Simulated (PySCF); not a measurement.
## Ionisation energy of Ne⁺ by level of theory

Ne⁺ [He] 2s2 2p5 (2P) → Ne²⁺ [He] 2s2 2p4 (3P), as a difference of total energies. Computed with PySCF 2.14 in def2-SVP, with the non-relativistic Hamiltonian (point nucleus). Correlated levels: valence: 1s2 frozen. The calculations carry no spin-orbit coupling.

| method | ionisation energy (eV) |
| --- | --- |
| UHF | 39.547 |
| MN15 | 41.452 |
| MP2 (valence) | 40.658 |
| SCS-MP2 (valence) | 40.604 |
| CCSD (valence) | 40.600 |

Estimate what M06-2X gives.

41.345 eV, closest to MN15 among the rows shown.

Estimate what CCSD(T) (valence) gives.

40.611 eV, closest to SCS-MP2 (valence) among the rows shown.

Errors of the correlated levels include the incompleteness of this basis and the frozen core.

For comparison: 40.963 eV (measured; NIST Atomic Spectra Database, ionization energies).
